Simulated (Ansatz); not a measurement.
CH₂BFOS, SMILES `OB1SC1F`. Total charge 0; spin multiplicity 1.

```xyz
7

O     0.8814    1.6097   -0.2526
B     0.5217    0.3725    0.1076
S     1.1497   -1.0964    0.8330
C    -0.5376   -0.7371    0.1355
F    -0.8591   -1.4087   -1.0092
H     0.1792    2.1089   -0.6784
H    -1.3353   -0.8488    0.8642
```

List the harmonic frequencies (cm⁻¹, unscaled) at PBE0-D4/def2-TZVP in Ansatz. (Best estimate.)

The calculation gave: 197, 334, 345, 498, 567, 601, 731, 838, 987, 1062, 1137, 1325, 1579, 3163, 3875.

Is this a minimum?

Yes, all 15 modes are real.

Give the ideal-gas thermochemistry at 298.15 K and 1 bar (rigid rotor, harmonic oscillator; point group C1, symmetry number 1).

Zero-point energy 103.1 kJ/mol; H(298) − E = 118.7 kJ/mol; entropy 304.4 J/(mol·K), of which translation 165.2, rotation 110.2, vibration 29.0; G(298) − E = 27.9 kJ/mol.

And at 400, 500, 600, 800 and 1000 K?


```json
{"T (K)": "400", "H − E (kJ/mol)": "127.5", "S (J/mol/K)": "329.8", "G − E (kJ/mol)": "-4.4"}
{"T (K)": "500", "H − E (kJ/mol)": "137.5", "S (J/mol/K)": "352.0", "G − E (kJ/mol)": "-38.5"}
{"T (K)": "600", "H − E (kJ/mol)": "148.4", "S (J/mol/K)": "371.9", "G − E (kJ/mol)": "-74.7"}
{"T (K)": "800", "H − E (kJ/mol)": "172.2", "S (J/mol/K)": "406.0", "G − E (kJ/mol)": "-152.6"}
{"T (K)": "1000", "H − E (kJ/mol)": "197.8", "S (J/mol/K)": "434.6", "G − E (kJ/mol)": "-236.8"}
```

Rotational constants (cm⁻¹)?

0.1767, 0.1246, 0.07834.
